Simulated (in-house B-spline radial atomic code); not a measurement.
A fraction x of an electron is removed from 3d in Tc3+, starting from [Kr] 4d4 and keeping the highest spin. Level of theory: non-relativistic TPSS, spin-polarised, spherical fractional occupations, point nucleus; calculated with an all-electron radial atomic-structure program (B-spline basis).

```json
{"x": "0", "E(x) - E(0) (eV)": "0.0000", "3d down level (eV)": "-284.082"}
{"x": "0.11", "E(x) - E(0) (eV)": "31.4689", "3d down level (eV)": "-288.084"}
{"x": "0.14", "E(x) - E(0) (eV)": "?", "3d down level (eV)": "?"}
{"x": "0.37", "E(x) - E(0) (eV)": "107.6121", "3d down level (eV)": "-297.661"}
{"x": "0.39", "E(x) - E(0) (eV)": "113.5728", "3d down level (eV)": "-298.404"}
{"x": "0.5", "E(x) - E(0) (eV)": "146.6227", "3d down level (eV)": "-302.509"}
{"x": "0.57", "E(x) - E(0) (eV)": "167.8902", "3d down level (eV)": "-305.136"}
{"x": "0.69", "E(x) - E(0) (eV)": "?", "3d down level (eV)": "?"}
{"x": "0.77", "E(x) - E(0) (eV)": "229.6727", "3d down level (eV)": "-312.703"}
{"x": "0.92", "E(x) - E(0) (eV)": "277.0076", "3d down level (eV)": "-318.437"}
{"x": "1", "E(x) - E(0) (eV)": "302.6056", "3d down level (eV)": "-321.516"}
```

(1) What belongs in the row x = 0.14?

(2) What belongs in the row x = 0.69?

(3) Check Janak's theorem between x = 0.37 and 0.39.

## Answers

(1) An energy change of 40.1278 eV; 3d down at -289.181 eV.

(2) An energy change of 204.7780 eV; 3d down at -309.665 eV.

(3) The slope of the energy is 298.03 eV; the orbital levels give 298.03 eV (-ε of the emptying orbital, averaged over the two points).
